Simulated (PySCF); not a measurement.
C2H5ClGeO, SMILES [Cl][GeH]1[CH2]O[CH2]1.

Geometry: B3LYP-D3(BJ)/def2-SVP. The structure was generated by enumeration, and PubChem lists no compound with its InChIKey, so it may never have been made.

These are HF/def2-TZVP run with PySCF values and carry that method's errors.

Gas-phase values at a fixed geometry.

The total energy is -2688.43763 hartree. The point group comes out as Cs and the highest occupied level is -10.99 eV. The lowest empty level comes out as 3.15 eV, the orbital gap is 14.14 eV and the dipole moment is 1.23 D. The quadrupole, principal values (traceless, Buckingham form, about the centre of nuclear charge) comes out as -12.29, 3.89, 8.40 D·Å and the mean static polarisability comes out as 63.9 bohr³ (9.46 Å³). The polarisability, principal values is 58.1, 58.2, 75.3 bohr³.
